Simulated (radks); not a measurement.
Neutral rhenium, configuration [Xe] 4f14 5d5 6s2. Method: non-relativistic Kohn-Sham, r2SCAN, spin-polarised, spherical densities, point nucleus; open shells are filled with parallel spins first (spin-orbit coupling, left out, can overturn this in heavy ions); meta-GGA in the generalised Kohn-Sham scheme; relativity is left out, which matters for an element this heavy; computed with a radial shooting solver on a logarithmic mesh with Libxc functionals.

Radial electron density D(r) = 4 pi r^2 rho(r):

r (bohr),D(r) (e/bohr),spin D(r)
0.001462,6.515,0.0000368
0.001702,8.517,0.0000479
0.001997,11.22,0.0000627
0.002325,14.48,0.0000800
0.002728,18.77,0.000102
0.003176,23.79,0.000127
0.003727,30.17,0.000156
0.004339,37.32,0.000184
0.005091,45.94,0.000210
0.005927,54.99,0.000224
0.006956,65.02,0.000215
0.008097,74.48,0.000167
0.009502,83.55,0.0000469
0.01106,90.44,-0.000163
0.01298,95.03,-0.000518
0.01511,96.37,-0.00100
0.01774,94.79,-0.00163
0.02081,91.34,-0.00224
0.02423,88.39,-0.00242
0.02843,88.31,-0.00138
0.0331,93.16,0.00217
0.03884,103.8,0.0110
0.04522,117.0,0.0275
0.05307,129.0,0.0571
0.06178,133.7,0.0999
0.0725,129.2,0.159
0.0844,118.8,0.222
0.09904,109.5,0.275
0.1153,108.9,0.289
0.1353,116.8,0.239
0.1575,123.2,0.132
0.1848,117.3,0.00637
0.2152,98.28,-0.0417
0.2525,75.95,0.0580
0.294,66.36,0.283
0.345,71.17,0.517
0.4016,78.34,0.554
0.4713,75.08,0.337
0.5531,59.14,0.0308
0.6439,40.67,-0.0446
0.7556,26.39,0.354
0.8797,19.57,1.18
1.032,16.27,2.23
1.202,13.60,3.03
1.41,10.18,3.35
1.642,6.965,3.13
1.927,4.366,2.52
2.243,2.807,1.80
2.632,1.851,1.11
3.064,1.286,0.597
3.596,0.8539,0.239
4.186,0.5346,0.0513
4.912,0.2872,-0.0264
5.719,0.1362,-0.0353
6.711,0.05108,-0.0215
7.813,0.01623,-0.00899
9.169,0.003760,-0.00251
10.67,0.0007130,-0.000533

D(r) has 4 maxima, at r = 0.0150, 0.0623, 0.161, 0.421 bohr, and minima at 0.0265, 0.108, 0.299 bohr, inside which lie 1.95, 11.48, 30.22 electrons.
